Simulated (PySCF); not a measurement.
Isomers of C7H11ClO. The calculation used PySCF, PBE0-D3(BJ)/def2-SVP geometry optimisation, gas phase. One conformer each; no zero-point energy, no entropy. No frequencies were run at this level. Point groups hold within 0.08 Å.

**Question.** Order them by energy at this level, lowest first, and give relative energies in kJ/mol.
A. `[CH3:1][CH2:2][C:3]([C:4](=[O:5])[Cl:6])=[C:7]([CH3:8])[CH3:9]` with C1–C2–C3–C4 92°, C2–C3–C4–O5 168°
B. `[O:1]=[C:2]([Cl:3])[CH:4]1[CH2:5][CH2:6][CH2:7][CH2:8][CH2:9]1` with O1–C2–C4–C5 127°, C2–C4–C5–C6 -71°, C4–C5–C6–C7 -56°, C5–C6–C7–C8 55°, C6–C7–C8–C9 -54°

**Answer.** B (0.0), A (88.8).

As drawn, the higher has a C=C bond outside aromatic rings, which the lower lacks.

| SMILES | E (Eh) | E rel (kJ/mol) | dipole (D) | point group | A, B, C (MHz) |
| --- | --- | --- | --- | --- | --- |
| O=C(Cl)C1CCCCC1 | -807.88441 | 0.0 | 2.76 | C1 | 2379, 988.4, 842.5 |
| CCC(C(=O)Cl)=C(C)C | -807.85057 | 88.8 | 3.83 | C1 | 1770, 1105, 721.0 |

**Question.** How do the relative energies change in single points at PBE0/pcSseg-1 (no added dispersion term) on the same geometries?

**Answer.** 
| SMILES | PBE0-D3(BJ)/def2-SVP (kJ/mol) | PBE0/pcSseg-1 (kJ/mol) | shift |
| --- | --- | --- | --- |
| O=C(Cl)C1CCCCC1 | 0.0 | 0.0 | 0.0 |
| CCC(C(=O)Cl)=C(C)C | 88.8 | 79.3 | -9.5 |

Each column counts from its own lowest isomer. The order is unchanged; the largest shift is 9.5 kJ/mol.
